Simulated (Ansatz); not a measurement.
Z-matrix (Å, degrees):
```
Al
C 1 1.945
O 1 1.981 2 37.0
B 1 2.112 2 116.7 3 96.8
H 1 1.584 2 115.1 3 -90.6
H 2 1.105 1 169.8 3 179.5
Si 4 2.004 1 123.8 2 102.5
H 4 1.201 1 120.8 2 -72.0
H 7 1.490 4 114.8 1 24.0
H 7 1.490 4 115.2 1 150.5
H 7 1.498 4 103.5 1 -92.3
```

Total charge 0; spin multiplicity 1. The bonds changed during the relaxation, so this is another structure than the one it started from.

Question: List the PBE0/def2-TZVPP orbital energies in eV (Ansatz). (Estimate.)

Answer: Computed: Occupied: -1802.13, -1527.56, -524.38, -280.93, -185.06, -144.52, -113.43, -99.18, -99.17, -99.15, -73.51, -73.42, -73.33, -30.78, -17.45, -15.52, -14.63, -13.22, -12.69, -12.34, -10.12, -9.74, -9.43, -8.61, -7.51, -7.20. Lowest empty: -2.82, -1.95, -0.29, 0.97, 1.22, 1.32, 1.53, 1.78.
